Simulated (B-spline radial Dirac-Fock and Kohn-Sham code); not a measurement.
Satellites and hypersatellites of the K lines of Kr⁴⁺

System: the Kr⁴⁺ ion in the configuration 1s2 2s2 2p6 3s2 3p6 3d10 4s2 4p2.

Input file task.json (cfg lists n, l and occupation; rrms is the nuclear radius in fm):

```json
{"items": [{
  "Z": 36,
  "q": 4,
  "cfg": [[1, 0, 2], [2, 0, 2], [2, 1, 6], [3, 0, 2], [3, 1, 6], [3, 2, 10], [4, 0, 2], [4, 1, 2]],
  "A": 84,
  "rrms": 4.1884,
  "do": ["binding", "quiet", "double"]
}]}
```

Command: `python xray_run.py task.json out`

These are calculated numbers from a radial atomic solver; the model is relaxed Dirac-Fock hole states (ΔSCF) with Breit and QED corrections and a finite nucleus. Each two-hole energy is an average over J within one jj subconfiguration, not an observable level; in light atoms, where LS coupling holds, the j-resolved values are not observed lines, and for a K spectator the Kα1 hypersatellite is nearly forbidden. No correlation.

Lines without a spectator: Kα2 (K-L2) 12595.2 eV, Kα1 (K-L3) 12648.1 eV, Kβ3 (K-M2) 14104.2 eV, Kβ1 (K-M3) 14112.2 eV. Shifts in eV with one spectator hole (a dash: not computed, or left out as unreliable):

```
spectator hole     Kα2     Kα1     Kβ3     Kβ1
        K (1s)  +391.0  +397.1  +492.8  +493.9
    L2 (2p1/2)   +39.3   +48.6       –  +106.5
    L3 (2p3/2)   +42.5   +41.4  +100.0       –
    M2 (3p1/2)       –   +4.25   +9.91  +12.59
    M3 (3p3/2)   +3.58       –  +11.46  +10.94
    M4 (3d3/2)   +0.03   -1.45       –       –
    M5 (3d5/2)   -1.62   -0.63       –       –
```

Run: 38 s of CPU time on 1 thread of Neoverse-V1 (shared host), peak memory 0.42 GiB.
